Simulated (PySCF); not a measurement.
# Fractional electron number in As+ (arsenic, charge +1)

The 4p alpha orbital of [Ar] 3d10 4s2 4p2 is emptied in steps (occupation f), with all orbitals relaxed, ending at [Ar] 3d10 4s2 4p1. All numbers are calculated (PySCF 2.14, no relativity, point nucleus, in def2-TZVPPD (7s5p5d1f, 54 functions)). The exact energy is a straight line in f; departures are measured from the line between the end points of the same method.

| f | UHF (eV) | LDA (eV) | PBE (eV) | PBE0 (eV) | r2SCAN (eV) | LC-wPBE (eV) | BHandHLYP (eV) | wB97X (eV) | TPSS (eV) | CAM-B3LYP (eV) |
| --- | --- | --- | --- | --- | --- | --- | --- | --- | --- | --- |
| 1 | 0.000 | 0.000 | 0.000 | 0.000 | 0.000 | 0.000 | 0.000 | 0.000 | 0.000 | 0.000 |
| 0.9 | 0.042 | -0.413 | -0.402 | -0.292 | -0.382 | -0.047 | -0.190 | -0.074 | -0.392 | -0.179 |
| 0.7 | 0.097 | -0.968 | -0.939 | -0.680 | -0.885 | -0.107 | -0.444 | -0.175 | -0.914 | -0.419 |
| 0.5 | 0.113 | -1.156 | -1.117 | -0.806 | -1.043 | -0.123 | -0.528 | -0.210 | -1.085 | -0.499 |
| 0.3 | 0.094 | -0.972 | -0.937 | -0.674 | -0.863 | -0.099 | -0.443 | -0.179 | -0.907 | -0.418 |
| 0.1 | 0.040 | -0.417 | -0.400 | -0.287 | -0.364 | -0.040 | -0.190 | -0.078 | -0.385 | -0.179 |
| 0 | 0.000 | 0.000 | 0.000 | 0.000 | 0.000 | 0.000 | 0.000 | 0.000 | 0.000 | 0.000 |

```
   method  E(f=0) − E(f=1) (eV)  −ε at f=1 (eV)  −ε at f=0.5 (eV)
      UHF                17.971          18.441            17.963
      LDA                18.661          14.078            18.647
      PBE                18.511          14.046            18.518
     PBE0                18.560          15.315            18.578
   r2SCAN                18.718          14.471            18.782
  LC-wPBE                18.666          18.138            18.688
BHandHLYP                18.419          16.305            18.422
    wB97X                18.351          17.525            18.339
     TPSS                18.545          14.190            18.565
CAM-B3LYP                18.557          16.564            18.559
```

Orbital energy along the path (eV):

| f | UHF | LDA | PBE | PBE0 | r2SCAN | LC-wPBE | BHandHLYP | wB97X | TPSS | CAM-B3LYP |
| --- | --- | --- | --- | --- | --- | --- | --- | --- | --- | --- |
| 1 | -18.441 | -14.078 | -14.046 | -15.315 | -14.471 | -18.138 | -16.305 | -17.525 | -14.190 | -16.564 |
| 0.9 | -18.341 | -14.978 | -14.933 | -15.968 | -15.335 | -18.253 | -16.727 | -17.688 | -15.061 | -16.961 |
| 0.7 | -18.148 | -16.801 | -16.722 | -17.275 | -17.067 | -18.477 | -17.574 | -18.013 | -16.812 | -17.759 |
| 0.5 | -17.963 | -18.647 | -18.518 | -18.578 | -18.782 | -18.688 | -18.422 | -18.339 | -18.565 | -18.559 |
| 0.3 | -17.785 | -20.508 | -20.309 | -19.865 | -20.436 | -18.879 | -19.267 | -18.676 | -20.302 | -19.357 |
| 0.1 | -17.615 | -22.367 | -22.075 | -21.120 | -21.981 | -19.035 | -20.106 | -19.039 | -21.990 | -20.149 |
| 0 | -17.533 | -23.288 | -22.944 | -21.732 | -22.722 | -19.093 | -20.525 | -19.232 | -22.803 | -20.543 |

Reference removal energy between the ground levels: 18.589 eV (measured; NIST Atomic Spectra Database, ionization energies). The calculation has no spin-orbit coupling. UHF lacks correlation.
